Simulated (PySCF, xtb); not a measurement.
(E)-1-bromo-2-fluoroprop-1-ene (C₃H₄BrF), SMILES C/C(=C\Br)F.

xtb with GFN2-xTB at its own geometry gives an orbital gap of 4.36 eV and a dipole moment of 1.68 D.

Geometry: B3LYP-D3(BJ)/def2-SVP.

**Question.** What does PBE0/def2-TZVP (PySCF) give? (An estimate is asked for; the answer gives what the named calculation found.)

**Answer.** gap 7.02 eV (levels -7.05 and -0.03 eV), dipole 0.99 D.
